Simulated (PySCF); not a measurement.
Simulation results for C2H6BGe, CH4BGeO, CH3BGeO, BGeH4N2 and others

Computed with PySCF 2.14.0. Calculation on a computer-drawn molecule: the log of a Hartree-Fock and frozen-core CCSD(T) single point meant for a local Hartree-Fock minimum, with one planted fault or none, to be diagnosed. Offsets are logged minus clean, where the clean run is the same molecule without the fault. The reference is restricted for singlets and unrestricted otherwise, and also for a bond in bohr or an excited solution. Adding or removing an electron swaps singlet and doublet. The excited solution moves the top pair (singlet) or top alpha electron (doublet) to the lowest empty orbital. Highest occupied and lowest empty are orbital energies over both spins, largest force is the largest gradient component, triples share is (T) over the correlation energy, the T1 limit is 0.02 restricted and 0.045 unrestricted, electrons count all cores, a negative frequency is imaginary (commonest isotopes), and the dipole is about the centre of nuclear charge; on germanium a core potential holds 10 electrons, which the energies leave out, and 3d is frozen in MP2 and coupled-cluster steps.

Common to all runs: meant basis cc-pVDZ; meant basis and core potential on germanium cc-pVDZ-PP ECP10MDF; logged SCF converged yes; logged CC converged yes; logged SCF stable within its kind yes; possible faults no fault, one electron removed, one electron added, multiplicity raised by two, geometry at a saddle point, SCF held on an excited solution, minimal basis STO-3G, one bond length entered in bohr, all coordinates scaled.

```yaml
- entry: 1
  formula: C2H6BGe
  logged_structure:
    atoms_angstrom:
      - [B, -3.5103, -0.4352, 0.7192]
      - [C, -2.3797, 0.2987, 0.993]
      - [Ge, -0.8103, 0.0319, -0.1248]
      - [C, 0.6899, -0.5833, 0.9379]
      - [H, -4.4458, -1.0903, 0.4369]
      - [H, -2.2963, 1.022, 1.7969]
      - [H, -1.1544, -1.0007, -1.213]
      - [H, -0.411, 1.3409, -0.8215]
      - [H, 1.7188, -0.3499, 0.679]
      - [H, 0.5516, -1.2267, 1.8019]
  given:
    meant_charge: 0
    meant_multiplicity: 2
    logged_electrons: 55
    logged_basis_functions: 95
    logged_spin_squared: 0.7629
    "logged_highest_occupied [eV]": -9.0097
    "logged_lowest_empty [eV]": 2.3302
    "logged_largest_force [hartree/bohr]": 4.3193e-06
    "logged_lowest_frequency [cm^-1]": 89.148
    logged_T1_diagnostic: 0.013855
    logged_D1_diagnostic: 0.041296
    logged_triples_share: 0.031772
    "logged_dipole_magnitude [debye]": 0.97224
    "logged_energy_HF [hartree]": -397.1868
    "logged_energy_CCSD(T) [hartree]": -397.67754
    drawn_bonds_atom: [1, 2, 3, 1, 2, 3, 3, 4, 4]
    drawn_bonds_other_atom: [2, 3, 4, 5, 6, 7, 8, 9, 10]
    drawn_bonds_order: [2, 1, 1, 1, 1, 1, 1, 1, 1]
  results:
    planted_fault: "no fault"
    "HF_energy_offset_from_clean_run [kcal/mol]": 0.0
    "CCSD(T)_energy_offset_from_clean_run [kcal/mol]": 0.0
- entry: 2
  formula: C2H6BGe
  logged_structure:
    atoms_angstrom:
      - [B, -3.5103, -0.4352, 0.7192]
      - [C, -2.3797, 0.2987, 0.993]
      - [Ge, -0.8103, 0.0319, -0.1248]
      - [C, 0.6899, -0.5833, 0.9379]
      - [H, -4.4458, -1.0903, 0.4369]
      - [H, -2.2963, 1.022, 1.7969]
      - [H, -1.1544, -1.0007, -1.213]
      - [H, -0.411, 1.3409, -0.8215]
      - [H, 1.7188, -0.3499, 0.679]
      - [H, 0.5516, -1.2267, 1.8019]
  given:
    meant_charge: 0
    meant_multiplicity: 2
    logged_electrons: 56
    logged_basis_functions: 95
    logged_spin_squared: 0.0
    "logged_highest_occupied [eV]": -0.43846
    "logged_lowest_empty [eV]": 6.3541
    "logged_largest_force [hartree/bohr]": 0.070144
    logged_T1_diagnostic: 0.024786
    logged_D1_diagnostic: 0.10362
    logged_triples_share: 0.035979
    "logged_dipole_magnitude [debye]": 5.3904
    "logged_energy_HF [hartree]": -397.13187
    "logged_energy_CCSD(T) [hartree]": -397.66835
    drawn_bonds_atom: [1, 2, 3, 1, 2, 3, 3, 4, 4]
    drawn_bonds_other_atom: [2, 3, 4, 5, 6, 7, 8, 9, 10]
    drawn_bonds_order: [2, 1, 1, 1, 1, 1, 1, 1, 1]
  results:
    planted_fault: "one electron added"
    "HF_energy_offset_from_clean_run [kcal/mol]": 34.47
    "CCSD(T)_energy_offset_from_clean_run [kcal/mol]": 5.768
  notes: ["T1 above single-reference limit"]
- entry: 3
  formula: C2H6BGe
  logged_structure:
    atoms_angstrom:
      - [B, -2.234, -1.0491, -0.5226]
      - [C, -0.8991, -1.0963, -0.1829]
      - [Ge, -0.3487, 0.2024, 1.158]
      - [C, 1.1378, 1.336, 0.5236]
      - [H, -3.3826, -0.9439, -0.7533]
      - [H, -0.1441, -1.7718, -0.5638]
      - [H, -1.5686, 1.0766, 1.5307]
      - [H, 2.0002, 0.7184, 0.267]
      - [H, 1.4305, 2.0447, 1.3003]
      - [H, 0.824, 1.8894, -0.3646]
  given:
    meant_charge: 0
    meant_multiplicity: 2
    logged_electrons: 55
    logged_basis_functions: 95
    logged_spin_squared: 3.7702
    "logged_highest_occupied [eV]": -6.0235
    "logged_lowest_empty [eV]": 0.0069814
    "logged_largest_force [hartree/bohr]": 0.11525
    logged_T1_diagnostic: 0.013675
    logged_D1_diagnostic: 0.041043
    logged_triples_share: 0.028052
    "logged_dipole_magnitude [debye]": 1.5376
    "logged_energy_HF [hartree]": -397.11417
    "logged_energy_CCSD(T) [hartree]": -397.58206
    drawn_bonds_atom: [1, 2, 3, 1, 2, 3, 4, 4, 4]
    drawn_bonds_other_atom: [2, 3, 4, 5, 6, 7, 8, 9, 10]
    drawn_bonds_order: [2, 1, 1, 1, 1, 1, 1, 1, 1]
  results:
    planted_fault: "multiplicity raised by two"
    "HF_energy_offset_from_clean_run [kcal/mol]": 60.41
    "CCSD(T)_energy_offset_from_clean_run [kcal/mol]": 82.7
- entry: 4
  formula: CH4BGeO
  logged_structure:
    atoms_angstrom:
      - [B, 0.6289, -3.4827, -0.119]
      - [C, 0.0952, -2.2539, -0.4585]
      - [Ge, -0.572, -1.2465, 1.0382]
      - [O, -0.1407, -2.3233, 2.4123]
      - [H, 1.0778, -4.5195, 0.2015]
      - [H, -0.0063, -1.8434, -1.4547]
      - [H, 0.113, 0.132, 1.236]
      - [H, -0.3447, -1.9996, 3.2771]
  given:
    meant_charge: 0
    meant_multiplicity: 2
    logged_electrons: 55
    logged_basis_functions: 85
    logged_spin_squared: 3.7717
    "logged_highest_occupied [eV]": -6.0872
    "logged_lowest_empty [eV]": -0.014099
    "logged_largest_force [hartree/bohr]": 0.10907
    logged_T1_diagnostic: 0.020199
    logged_D1_diagnostic: 0.08629
    logged_triples_share: 0.02662
    "logged_dipole_magnitude [debye]": 2.215
    "logged_energy_HF [hartree]": -432.96175
    "logged_energy_CCSD(T) [hartree]": -433.45639
    drawn_bonds_atom: [1, 2, 3, 1, 2, 3, 4]
    drawn_bonds_other_atom: [2, 3, 4, 5, 6, 7, 8]
    drawn_bonds_order: [2, 1, 1, 1, 1, 1, 1]
  results:
    planted_fault: "multiplicity raised by two"
    "HF_energy_offset_from_clean_run [kcal/mol]": 61.67
    "CCSD(T)_energy_offset_from_clean_run [kcal/mol]": 81.24
- entry: 5
  formula: CH4BGeO
  logged_structure:
    atoms_angstrom:
      - [B, 0.6289, -3.4827, -0.119]
      - [C, 0.0952, -2.2539, -0.4585]
      - [Ge, -0.572, -1.2465, 1.0382]
      - [O, -0.1407, -2.3233, 2.4123]
      - [H, 1.0778, -4.5195, 0.2015]
      - [H, -0.0063, -1.8434, -1.4547]
      - [H, 0.113, 0.132, 1.236]
      - [H, -0.3447, -1.9996, 3.2771]
  given:
    meant_charge: 0
    meant_multiplicity: 2
    logged_electrons: 54
    logged_basis_functions: 85
    logged_spin_squared: 0.0
    "logged_highest_occupied [eV]": -15.052
    "logged_lowest_empty [eV]": -6.3276
    "logged_largest_force [hartree/bohr]": 0.082052
    logged_T1_diagnostic: 0.021724
    logged_D1_diagnostic: 0.078158
    logged_triples_share: 0.035895
    "logged_dipole_magnitude [debye]": 1.1621
    "logged_energy_HF [hartree]": -432.79361
    "logged_energy_CCSD(T) [hartree]": -433.32026
    drawn_bonds_atom: [1, 2, 3, 1, 2, 3, 4]
    drawn_bonds_other_atom: [2, 3, 4, 5, 6, 7, 8]
    drawn_bonds_order: [2, 1, 1, 1, 1, 1, 1]
  results:
    planted_fault: "one electron removed"
    "HF_energy_offset_from_clean_run [kcal/mol]": 167.2
    "CCSD(T)_energy_offset_from_clean_run [kcal/mol]": 166.7
  notes: ["T1 above single-reference limit"]
- entry: 6
  formula: CH3BGeO
  logged_structure:
    atoms_angstrom:
      - [B, -2.0846, -0.4527, 0.586]
      - [C, -1.441, 0.6631, 1.0905]
      - [Ge, 0.1634, 1.0236, 0.0621]
      - [O, -0.0801, -0.3873, -1.0634]
      - [H, -2.6146, -1.4015, 0.1422]
      - [H, -1.7027, 1.3046, 1.9198]
      - [H, 0.5821, -0.4946, -1.7295]
  given:
    meant_charge: 0
    meant_multiplicity: 1
    logged_electrons: 55
    logged_basis_functions: 80
    logged_spin_squared: 0.8623
    "logged_highest_occupied [eV]": 0.11193
    "logged_lowest_empty [eV]": 7.581
    "logged_largest_force [hartree/bohr]": 0.039064
    logged_T1_diagnostic: 0.028565
    logged_D1_diagnostic: 0.10624
    logged_triples_share: 0.033054
    "logged_dipole_magnitude [debye]": 0.74363
    "logged_energy_HF [hartree]": -432.48012
    "logged_energy_CCSD(T) [hartree]": -433.00955
    drawn_bonds_atom: [1, 2, 3, 1, 2, 4]
    drawn_bonds_other_atom: [2, 3, 4, 5, 6, 7]
    drawn_bonds_order: [2, 1, 1, 1, 1, 1]
  results:
    planted_fault: "one electron added"
    "HF_energy_offset_from_clean_run [kcal/mol]": 18.72
    "CCSD(T)_energy_offset_from_clean_run [kcal/mol]": 14.28
  notes: ["highest electron not bound in this basis"]
- entry: 7
  formula: BGeH4N2
  logged_structure:
    atoms_angstrom:
      - [B, -2.7917, -0.3666, 2.2024]
      - ["N", -1.7434, -0.5013, 1.5165]
      - [Ge, -0.2332, -0.6113, 0.7071]
      - ["N", -0.1796, -1.3364, -0.8619]
      - [H, -3.7712, -0.2471, 2.8296]
      - [H, 2.172, 0.3542, 1.8546]
      - [H, 0.6695, -1.4324, -1.3896]
      - [H, -0.9953, -1.6979, -1.324]
  given:
    meant_charge: 1
    meant_multiplicity: 1
    logged_electrons: 54
    logged_basis_functions: 85
    logged_spin_squared: 0.8884
    "logged_highest_occupied [eV]": -16.259
    "logged_lowest_empty [eV]": -5.4022
    "logged_largest_force [hartree/bohr]": 0.0096599
    logged_T1_diagnostic: 0.033706
    logged_D1_diagnostic: 0.1353
    logged_triples_share: 0.038824
    "logged_dipole_magnitude [debye]": 0.76551
    "logged_energy_HF [hartree]": -428.98069
    "logged_energy_CCSD(T) [hartree]": -429.48983
    drawn_bonds_atom: [1, 2, 3, 1, 3, 4, 4]
    drawn_bonds_other_atom: [2, 3, 4, 5, 6, 7, 8]
    drawn_bonds_order: [2, 1, 1, 1, 1, 1, 1]
  results:
    planted_fault: "one bond length entered in bohr, row 5 of the drawn bonds"
    "HF_energy_offset_from_clean_run [kcal/mol]": 66.57
    "CCSD(T)_energy_offset_from_clean_run [kcal/mol]": 76.46
- entry: 8
  formula: CH6BGeN
  logged_structure:
    atoms_angstrom:
      - [B, 0.1081, 2.3616, -2.5525]
      - ["N", 0.0108, 2.0609, -1.3547]
      - [Ge, -0.1281, 1.6238, 0.4095]
      - [C, -1.2927, 0.0685, 0.5949]
      - [H, 0.1993, 2.6454, -3.6871]
      - [H, 1.2793, 1.3234, 0.9365]
      - [H, -0.7025, 2.8335, 1.1547]
      - [H, -1.3929, -0.2072, 1.6471]
      - [H, -0.8764, -0.779, 0.0476]
      - [H, -2.283, 0.2919, 0.1942]
  given:
    meant_charge: 0
    meant_multiplicity: 1
    logged_electrons: 55
    logged_basis_functions: 95
    logged_spin_squared: 0.7619
    "logged_highest_occupied [eV]": -16.574
    "logged_lowest_empty [eV]": -7.3252
    "logged_largest_force [hartree/bohr]": 0.10783
    logged_T1_diagnostic: 0.050718
    logged_D1_diagnostic: 0.31547
    logged_triples_share: 0.030748
    "logged_dipole_magnitude [debye]": 6.4929
    "logged_energy_HF [hartree]": -413.575
    "logged_energy_CCSD(T) [hartree]": -414.07688
    drawn_bonds_atom: [1, 2, 3, 1, 3, 3, 4, 4, 4]
    drawn_bonds_other_atom: [2, 3, 4, 5, 6, 7, 8, 9, 10]
    drawn_bonds_order: [2, 1, 1, 1, 1, 1, 1, 1, 1]
  results:
    planted_fault: "one electron removed"
    "HF_energy_offset_from_clean_run [kcal/mol]": 204.9
    "CCSD(T)_energy_offset_from_clean_run [kcal/mol]": 233.3
  notes: ["T1 above single-reference limit"]
```
